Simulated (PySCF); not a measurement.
Working out the ionisation energy of Ti

Ti [Ar] 3d2 4s2 (3F) → Ti⁺ [Ar] 3d2 4s1 (4F). Computed with PySCF 2.14 in aug-cc-pwCVTZ (10s9p7d4f3g, 127 functions), with no relativity, point nucleus. Frozen: nothing. Energies in hartree (1 hartree = 27.21139 eV):

```tsv
part	Ti (lower)	Ti⁺ (upper)
UHF	-848.413990	-848.210978
MP2 opposite-spin	-0.401449	-0.368289
MP2 same-spin	-0.160876	-0.156175
```

Task: What does Hartree-Fock give?

Result: (-848.210978) − (-848.413990) = 0.203012 hartree = 5.524 eV.

Task: What do MP2 and SCS-MP2 (6/5 opposite-spin, 1/3 same-spin) give?

Result: The opposite-spin parts differ by 0.902 eV and the same-spin parts by 0.128 eV. MP2: 5.524 + (0.902) + (0.128) = 6.554 eV. SCS-MP2: 5.524 + 1.2 × (0.902) + (0.128)/3 = 6.649 eV.

Measured between the centres of the two terms (NIST): 6.828 eV, so MP2 (all electrons) is off by -0.274 eV.

The calculation is non-relativistic.

What remains against the reference includes basis incompleteness and correlation beyond second order.
